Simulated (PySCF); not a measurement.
## Electron correlation in Mo (molybdenum, neutral)

[Kr] 4d4 5s1 5p1, one real determinant (an excited configuration). Calculation: PySCF 2.14, in aug-cc-pVTZ-PP with ECP28MDF (6s6p5d3f2g, 88 functions); scalar relativity through the core potential. Frozen: 4s2 4p6; 6 electrons correlated.

MP2 pair energies summed by pair of shells (mhartree):

| pair | energy | share (%) |
| --- | --- | --- |
| 4d-4d | -35.32 | 58.5 |
| 4d-5s | -15.24 | 25.2 |
| 4d-5p | -7.72 | 12.8 |
| 5s-5p | -2.08 | 3.5 |

Total MP2 correlation energy: -60.36 mhartree.

Same-spin part -60.36 and opposite-spin part 0.00 mhartree; SCS-MP2 scales them by 1/3 and 6/5 to -20.12 mhartree.

The reference is one real determinant that mixes LS terms of this configuration.
